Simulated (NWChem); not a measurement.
The numbers come from NWChem runs, not from measurements. System: H2BN, charge 0, spin multiplicity 1, displaced from the optimised geometry. Level: MP2/cc-pVDZ, 2 core orbitals frozen, spin-restricted.

The NWChem input:

```
start mol
memory heap 200 mb stack 900 mb global 1100 mb
geometry units angstroms nocenter noautoz noautosym
  B      0.000000     0.000000    -0.701057
  N      0.000000     0.000000     0.548845
  H      0.000000     0.000000    -1.891011
  H      0.000000     0.000000     1.654933
end
basis spherical
  * library cc-pvdz
end
scf
  rhf
  nopen 0
  maxiter 100
  thresh 1e-7
  semidirect memsize 60000000 filesize 0
end
mp2
  freeze core 2
end
task mp2 energy
```

NWChem printed:

```
             Northwest Computational Chemistry Package (NWChem) 7.3.0
             --------------------------------------------------------

                                NWChem Input Module
                                -------------------

 Scaling coordinates for geometry "geometry" by  1.889725989
 (inverse scale =  0.529177249)

                             Geometry "geometry" -> ""
                             -------------------------

 Output coordinates in angstroms (scale by  1.889725989 to convert to a.u.)

  No.       Tag          Charge          X              Y              Z
 ---- ---------------- ---------- -------------- -------------- --------------
    1 B                    5.0000     0.00000000     0.00000000    -0.70105700
    2 N                    7.0000     0.00000000     0.00000000     0.54884500
    3 H                    1.0000     0.00000000     0.00000000    -1.89101100
    4 H                    1.0000     0.00000000     0.00000000     1.65493300

 Effective nuclear repulsion energy (a.u.)      23.1811031535

            Nuclear Dipole moment (a.u.)
            ----------------------------
        X                 Y               Z
 ---------------- ---------------- ----------------
     0.0000000000     0.0000000000     0.1900157276


 Summary of "ao basis" -> "" (spherical)
 ------------------------------------------------------------------------------
       Tag                 Description            Shells   Functions and Types
 ---------------- ------------------------------  ------  ---------------------
 *                          cc-pvdz                   on all atoms

 Summary of "ao basis" -> "ao basis" (spherical)
 ------------------------------------------------------------------------------
       Tag                 Description            Shells   Functions and Types
 ---------------- ------------------------------  ------  ---------------------
 B                          cc-pvdz                  6       14   3s2p1d
 N                          cc-pvdz                  6       14   3s2p1d
 H                          cc-pvdz                  3        5   2s1p
[...]
     1   1 0 0     -0.000000      0.000000      0.000000
     1   0 1 0      0.000000      0.000000      0.000000
     1   0 0 1      0.026049      0.000000      0.190016

     2   2 0 0     -9.799018      0.000000      0.000000
     2   1 1 0     -0.000000      0.000000      0.000000
     2   1 0 1      0.000000      0.000000      0.000000
     2   0 2 0     -9.799018      0.000000      0.000000
     2   0 1 1     -0.000000      0.000000      0.000000
     2   0 0 2     -5.342787      0.000000     38.855845

                   NWChem MP2 Semi-direct Energy/Gradient Module
                   ---------------------------------------------

  Basis functions       =     38
  Molecular orbitals    =     38
  Frozen core           =      2
  Frozen virtuals       =      0
  Active alpha occupied =      5
  Active beta occupied  =      5
  Active alpha virtual  =     31
  Active beta virtual   =     31
  Use MO symmetry       = F
  Use skeleton AO sym   = F

  AO/Fock/Back tols     =   1.0D-09  1.0D-09  1.0D-09

 GA uses MA = F    GA memory limited = T

 Available:
  local mem=  1.26D+08
 global mem=  1.44D+08
 local disk=  0.00D+00
  mp2_memr nvloc                    31
  nvloc new                    31
   1 passes of   5:        2097152                       6898                    393033.
   1 passes of   5: M    126154570           G      144176312           F     124057418.

 Semi-direct pass number   1 of   1  for RHF alpha+beta  at        0.3s
  vrange nnbf                   741
  mp2_eaftype                    10  avail_ma_in_mb                  1099
 EAF : mp2_eaftype filesize          10     196517.
  mp2_eaf for mointskh                     10
Node 0 wrote      0.9 Mb in      0.0 s     Agg I/O rate:  1263.6 Mb/s
 Done moints_semi at        0.6s
  mp2_eaftype                    10  avail_ma_in_mb                  1089
 EAF : mp2_eaftype filesize          10     196517.
  mp2_eaf for kh                    10
 Done maket at        0.7s
 Done multipass loop at        0.7s

          -------------------------------------------
          SCF energy                 -80.287707657398
          Correlation energy          -0.254627572517
          Singlet pairs               -0.162583349840
          Triplet pairs               -0.092044222677
          Total MP2 energy           -80.542335229915
          -------------------------------------------

          ---------------------------------------------------
                    Spin Component Scaled (SCS) MP2
          Same spin pairs                     -0.061362815118
          Same spin scaling factor             0.333333333333
          Opposite spin pairs                 -0.193264757399
          Opposite spin scaling fact.          1.200000000000
          SCS-MP2 correlation energy          -0.252371980585
          Total SCS-MP2 energy               -80.540079637982
          ---------------------------------------------------

 -----------------------
 Performance information
 -----------------------

 Timer overhead =  1.37D-07 seconds/call

               Nr. of calls         CPU time (s)                 Wall time (s)                GFlops
             ---------------    -------------------     ------------------------------   -------------------
Name         Min   Avg   Max    Min     Avg     Max     Min     Avg     Max   Mx/calls   Min     Max     Sum
mp2: moin     1     1     1   0.31    0.31    0.31     0.31    0.31    0.31    0.31      0.0     0.0     0.0
mp2: make     1     1     1   1.55E-2 1.55E-2 1.55E-2  1.55E-2 1.55E-2 1.55E-2 1.55E-2   0.0     0.0     0.0
mp2: tota     1     1     1   0.34    0.34    0.34     0.34    0.34    0.34    0.34      0.0     0.0     0.0

 The average no. of pstat calls per process was 3.00D+00
 with a timing overhead of 4.11D-07s

 Task  times  cpu:        0.6s     wall:        0.6s

 Total times  cpu:        0.7s     wall:        0.7s
```
